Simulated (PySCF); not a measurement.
Numbering as in the mapped SMILES `[F:1][C:2]([F:3])=[C:4]([F:5])[SiH2:6][S:7][SiH3:8]`; H(Xn) means a hydrogen on atom n.

PySCF calculation with GIAO PBE0/pcSseg-1 shieldings and structure optimised with PBE0-D3(BJ)/def2-SVP; in vacuum, one conformer, fast rotation and ring inversion assumed for equivalent nuclei, non-relativistic Hamiltonian.

Shifts are taken against calculated references (same method and geometry level): ¹³C (σ = 184.41 ppm), ¹H (σ = 31.27 ppm), ²⁹Si (σ = 351.99 ppm) vs TMS; CFCl3 for ¹⁹F (σ = 177.25 ppm); ³³S (σ = 495.66 ppm) vs CS2.

```json
{"atoms": "C4", "nucleus": "¹³C", "count": "1", "Hirshfeld charge": "-0.07", "δ (ppm)": "134.5"}
{"atoms": "S7", "nucleus": "³³S", "count": "1", "Hirshfeld charge": "-0.17", "δ (ppm)": "-319"}
{"atoms": "H(Si6)", "nucleus": "¹H", "count": "2", "Hirshfeld charge": "-0.06", "δ (ppm)": "5.12"}
{"atoms": "F1", "nucleus": "¹⁹F", "count": "1", "Hirshfeld charge": "-0.05", "δ (ppm)": "?"}
{"atoms": "C2", "nucleus": "¹³C", "count": "1", "Hirshfeld charge": "0.16", "δ (ppm)": "169.4"}
{"atoms": "Si8", "nucleus": "²⁹Si", "count": "1", "Hirshfeld charge": "0.29", "δ (ppm)": "?"}
{"atoms": "F5", "nucleus": "¹⁹F", "count": "1", "Hirshfeld charge": "-0.07", "δ (ppm)": "-213.0"}
{"atoms": "F3", "nucleus": "¹⁹F", "count": "1", "Hirshfeld charge": "-0.05", "δ (ppm)": "-79.9"}
{"atoms": "H(Si8)", "nucleus": "¹H", "count": "3", "Hirshfeld charge": "-0.07", "δ (ppm)": "?"}
{"atoms": "Si6", "nucleus": "²⁹Si", "count": "1", "Hirshfeld charge": "0.30", "δ (ppm)": "-36.5"}
```

Fill in the missing shifts.

Answers


- H(Si8): 4.74 ppm, hydrogen on a silicon bonded to S
- F1: -107.7 ppm, vinylic fluorine
- Si8: -45.0 ppm, silicon bonded to S, 3 H

Shifts are as computed. Against solution values, carbons near 30 ppm lie about +2 ppm off and those near 130 ppm about +5 ppm. Of 1309 compounds with measured shifts, 239 miss one by over three times the rms of a fit or turn the order of signals round; such compounds aren't used in these exercises. Unscaled 19F shifts against computed CFCl3 carry errors that often reach 10 to 50 ppm.
